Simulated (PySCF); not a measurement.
C₄H₃F, SMILES C#C/C=C\F.

Geometry: B3LYP-D3(BJ)/def2-SVP. The structure was generated by enumeration; whether it is a known compound was not checked.

Two levels are set side by side: PBE/def2-TZVP (PySCF) and CAM-B3LYP/def2-TZVP (PySCF). Same geometry, gas phase. Differences are taken from unrounded values.

```
quantity                     CAM-B3LYP
---------------------------  ---------
orbital gap (eV)                  8.52
highest occupied level (eV)      -8.37
lowest empty level (eV)           0.15
dipole moment (D)                 1.39
mean polarisability (bohr³)       47.8
```

**Question.** What does PBE give, and how far is it from CAM-B3LYP? (An estimate is asked for; the answer gives what the named calculation found.)

**Answer.** 
```tsv
quantity	PBE	PBE minus CAM-B3LYP
orbital gap (eV)	4.13	-4.39
highest occupied level (eV)	-6.00	2.37
lowest empty level (eV)	-1.87	-2.02
dipole moment (D)	1.23	-0.15
mean polarisability (bohr³)	49.4	1.5
```

Without exact exchange PBE keeps part of each electron's self-repulsion, which lifts occupied levels and narrows the gap. Loosely held outer electrons make PBE densities more polarisable. Differences between two approximate levels are no errors against the true value.

Rough cost on one machine, each run with all the roots and properties that it gave: CAM-B3LYP against PBE within a factor of 2.
